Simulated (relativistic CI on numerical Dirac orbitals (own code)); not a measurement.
# Co2+ in a cubic cluster: L2,3 absorption with charge transfer

Computed with a charge-transfer multiplet model of a cubic metal-ligand cluster with up to 3 ligand holes, Slater and spin-orbit integrals from Dirac-Coulomb-Breit ions, Slater integrals scaled by 0.8. The ground state mixes d7 with configurations of k ligand holes L, whose averages lie at kΔ + k(k − 1)U_dd/2; a core hole lowers each added d electron by U_cd. 300 K, Lorentzian 0.4 eV and Gaussian 0.3 eV FWHM.

Atomic integrals in eV (Slater integrals scaled, ζ unscaled), ground: F2dd 9.233, F4dd 5.731, zeta_d 0.063; with the core hole: F2dd 9.869, F4dd 6.132, zeta_d 0.084, zeta_core 9.670, F2cd 5.831, G1cd 4.368, G3cd 2.482.

Cluster parameters (eV): Δ = 5.7, U_cd = 8.8, 10Dq = 1.3, 10Dq(ligand) = 1.6, V(eg) = 1.5, V(t2g) = -0.78, final-state hopping factor = 1.

```tsv
Case	n_d	d7	d8L	d9L2	d10L3	S
U_dd = 4.8 eV	7.09	0.92	0.08	0.00	0.00	1.50
U_dd = 5.5 eV	7.09	0.92	0.08	0.00	0.00	1.50
U_dd = 6.9 eV	7.09	0.92	0.08	0.00	0.00	1.50
U_dd = 8.3 eV	7.08	0.92	0.08	0.00	0.00	1.50
U_dd = 9 eV	7.08	0.92	0.08	0.00	0.00	1.50
```

Weights, n_d and S are thermal averages at 300 K. Photon energies count from the first peak over 30 % of the highest in each spectrum, which can be another peak from case to case. The parameters are a model scan and need not match a compound or its usual spin state. Peaks in eV (height, largest 100):
- U_dd = 4.8 eV: 0.0 (69), 1.9 (100), 3.1 (98), 4.5 (23), 6.4 (17), 15.5 (6), 16.8 (25), 18.1 (27)
- U_dd = 5.5 eV: 0.0 (68), 2.0 (100), 3.2 (98), 6.9 (11), 15.6 (6), 16.8 (25), 17.6 (23), 18.2 (28)
- U_dd = 6.9 eV: 0.0 (66), 2.0 (98), 3.3 (100), 4.3 (22), 15.7 (6), 16.8 (26), 17.6 (25), 18.2 (27), 19.3 (8)
- U_dd = 8.3 eV: 0.0 (63), 2.0 (93), 3.3 (100), 4.5 (22), 15.8 (6), 16.8 (26), 17.6 (26), 18.2 (25), 19.4 (7)
- U_dd = 9 eV: 0.0 (62), 2.0 (94), 3.3 (100), 4.4 (22), 15.7 (6), 16.8 (26), 17.6 (26), 18.2 (25), 19.3 (7)

For the case U_dd = 6.9 eV, Δ = 5.7 eV is smaller than U_dd = 6.9 eV, the charge-transfer side of the Zaanen-Sawatzky-Allen scheme. With the core hole the configuration with one ligand hole lies at Δ + U_dd − U_cd = 1.7, 2.4, 3.8, 5.2, 5.9 eV from the one without, in the order of the table; where this is negative the screened configuration lies lower, though the effective hopping of about 2.2 eV (from the holes of the mixed ground state) mixes the two strongly wherever it is as large as the gap.
